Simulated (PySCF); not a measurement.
**`O[C@@H]1C=COC(F)(F)C1`, C₅H₆F₂O₂**

Geometry:
```tsv
atom	x (Å)	y (Å)	z (Å)
O1	2.211	0.755	-0.292
C2	0.892	0.346	-0.533
C3	-0.126	1.391	-0.155
C4	-1.322	1.062	0.302
O5	-1.780	-0.224	0.466
C6	-0.950	-1.224	0.051
F7	-1.221	-1.521	-1.258
F8	-1.307	-2.335	0.733
C9	0.537	-0.952	0.215
H10	2.307	0.998	0.637
H11	0.851	0.166	-1.616
H12	0.155	2.423	-0.272
H13	-2.087	1.765	0.588
H14	0.738	-0.842	1.283
H15	1.097	-1.802	-0.171
```

Theory: GIAO PBE0/pcSseg-1 magnetisability, rotational g tensor and spin-rotation constants, non-relativistic, gas phase in PySCF 2.14.0. Geometry: GFN2-xTB.

Task: Give the nuclear spin-rotation constants along the inertial axes (H = +C I·J) beside the isotropic shieldings.

Result: Rotational constants 2.8089, 1.3584, 1.1247 GHz. A star marks the isotopologue with that one atom substituted, in its own axes.
```
atom  isotope  Caa (kHz)  Cbb (kHz)  Ccc (kHz)  mean (kHz)  σ (ppm)
  F7      19F      4.222      1.792      1.069       2.361    251.9
  F8      19F      2.927      2.024      1.222       2.057    260.8
 H10       1H     -0.351     -0.175     -0.006      -0.177     31.4
 H11       1H     -0.288     -0.121      0.059      -0.116     26.9
 H12       1H      0.114     -0.070     -0.141      -0.032     26.4
 H13       1H     -0.309      0.133     -0.120      -0.099     25.3
 H14       1H     -0.321     -0.167      0.037      -0.150     30.1
 H15       1H     -0.311      0.067     -0.134      -0.126     28.9
  O1     17O*     -0.307     -0.140     -0.084      -0.177    278.7
  C2     13C*      0.565      0.305      0.248       0.373    119.1
  C3     13C*      0.992      0.480      0.184       0.552     71.0
  C4     13C*      0.945      0.615      0.249       0.603     38.8
  O5     17O*     -0.709     -0.311     -0.113      -0.378    159.0
  C6     13C*      0.892      0.426      0.332       0.550     55.6
  C9     13C*      0.452      0.287      0.185       0.308    144.3
```
For the geometry as given, no vibrational averaging.
